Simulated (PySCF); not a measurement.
## C₆ coefficients of unlike pairs at BP86

Calculated with PySCF 2.14 from the dipole response of each species, C₆(A,B) = (3/π) ∫ α_A(iu) α_B(iu) du, in atomic units, from isotropic polarisabilities. For ions this is the dispersion term alone; charge-induced terms of lower order in 1/R come first.

```tsv
species	configuration	basis	relativity	α (bohr³)	C₆ (like pair)
Ru³⁺	[Kr] 4d5 (6S)	aug-cc-pVDZ-PP with ECP28MDF (5s5p4d2f)	core potential	5.216	23.95
B⁺	[He] 2s2 (1S)	aug-cc-pCVTZ-DK with one added diffuse shell each of s, p, d, f type (8s7p5d3f)	spin-free X2C	10.69	29.02
Te⁺	[Kr] 4d10 5s2 5p3 (4S)	aug-cc-pwCVDZ-PP with ECP28MDF (6s5p4d1f)	core potential	22.87	193.0
Sb	[Kr] 4d10 5s2 5p3 (4S)	def2-TZVPPD with the def2 core potential (28 electrons) (7s5p4d2f)	core potential	47.55	523.5
```

(1) Estimate C₆ for Te⁺ with B⁺.

No spin-orbit coupling is included.

The other pairs:

```tsv
pair	C₆
Te⁺, Ru³⁺	62.77
Sb, Ru³⁺	95.00
Sb, Te⁺	311.9
B⁺, Ru³⁺	22.10
Sb, B⁺	123.1
```

## Answers

(1) The integral gives 73.43. The combination rule 2 C_A C_B / (C_A α_B/α_A + C_B α_A/α_B) gives 73.56 and the geometric mean 74.84.
